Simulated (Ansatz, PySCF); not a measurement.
C₄H₁₀Mg (SMILES [CH3][Mg][CH](C)C), singlet, at the geometry of the source list. Base run: CASSCF(4,4)/STO-3G (PySCF).

Here is a job for PySCF.
```python
from pyscf import gto, scf, mcscf
import numpy

mol = gto.Mole()
mol.atom = '''
    Mg    0.64070000    0.54450000    1.22800000
    C    -0.51540000    2.09400000    2.13600000
    H    -1.18740000    1.66670000    2.88140000
    H    -1.12730000    2.51190000    1.33850000
    H     0.02980000    2.91120000    2.60500000
    C    -0.10410000   -0.53930000   -0.45480000
    C     0.19890000   -2.03080000   -0.33610000
    C     0.49470000    0.01840000   -1.74210000
    H    -1.19780000   -0.41440000   -0.51070000
    H    -0.17620000   -2.58530000   -1.20770000
    H     1.27560000   -2.20800000   -0.27420000
    H    -0.27360000   -2.45130000    0.55550000
    H     0.25460000    1.08030000   -1.84730000
    H     0.10490000   -0.50410000   -2.62440000
    H     1.58260000   -0.09370000   -1.74710000
'''
mol.basis = 'sto-3g'
mol.verbose = 4
mol.build()

mf = scf.RHF(mol)
mf.kernel()
mc = mcscf.CASSCF(mf, 4, 4)
mc.fix_spin_(ss=0.0)
mc.kernel()
occ = numpy.linalg.eigvalsh(mc.fcisolver.make_rdm1(mc.ci, mc.ncas, mc.nelecas))[::-1]
ss = mc.fcisolver.spin_square(mc.ci, mc.ncas, mc.nelecas)[0]
print('natural occupations', occ.round(4), ' <S^2>', round(ss, 4))
```

Programs used: Ansatz (a first-principles code), PySCF; a row that names a program was run with it.

The base run was repeated with changes; each row names its change, and settings that it needs were set with it.

```
change                                                ΔE vs base (mEh)                      natural occupations  <S^2> of the state        outcome
----------------------------------------------------  ----------------  ---------------------------------------  ------------------  -------------
base                                                             0.000                      1.98 1.97 0.04 0.02                0.00      converged
fix_spin_ = off                                                  0.000                      1.98 1.97 0.04 0.02                0.00      converged
orbitals = fixed (CASCI); correction = SC-NEVPT2                -218.3                      2.00 1.99 0.01 0.00                0.00      converged
start = MP2 natural orbitals                                     0.000                      1.98 1.97 0.04 0.02                0.00      converged
code = ansatz; correction = SC-NEVPT2, all electrons            -223.6                                        -                   -      converged
orbitals = fixed (CASCI)                                        23.969                      2.00 1.99 0.01 0.00                0.00      converged
active space = 6 electrons, 4 orbitals                               -                                        -                   -  not converged
correction = SC-NEVPT2                                          -223.6                      1.98 1.97 0.04 0.02                0.00      converged
active space = 10 electrons, 8 orbitals                         -9.604  2.00 2.00 2.00 1.97 1.97 0.04 0.02 0.00                0.00      converged
active space = 6 electrons, 7 orbitals                         -19.083       1.98 1.97 1.96 0.04 0.02 0.02 0.00                0.00      converged
code = ansatz                                                    0.020                                        -                   -      converged
```

Active orbitals are taken around the Fermi level unless the row says otherwise; CASSCF can end in different local minima, and two programs can end on different orbitals. State-averaged rows give the lowest state.
